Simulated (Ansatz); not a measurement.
GeIH3 (GeH3I). The state is a triplet with charge 0. Geometry PBE0-D4/def2-TZVP, that of the neutral singlet; atoms count from 1.

```xyz
5

Ge   -0.2236   -0.0233   -0.0218
I     2.2654    0.2359    0.2205
H    -0.5990   -1.4052    0.5226
H    -0.5575    0.0982   -1.5119
H    -0.8854    1.0943    0.7906
```

In the def2 sets I takes a core potential; there is no spin–orbit coupling. At PBE0-D4/def2-TZVP a singlet of charge 0 lies 4.85 eV below the triplet at the same geometry.

Estimate the Mulliken populations from the PBE0/def2-TZVP orbitals of Ansatz.


```csv
atom,charge (e),spin (α − β)
Ge1,-0.16,0.63
I2,0.11,1.22
H3,0.03,0.09
H4,0.01,0.03
H5,0.01,0.03
```
Mulliken values depend strongly on the basis.

Where does the spin sit?

Summed by element: Ge 0.63, I 1.22, H 0.15, of 2 unpaired in all. Largest on single atoms: I2 1.22, Ge1 0.63, H3 0.09.

And the Mayer bond orders between heavy atoms (over 0.3)?

Ge1–I2 0.46 (2.51 Å).
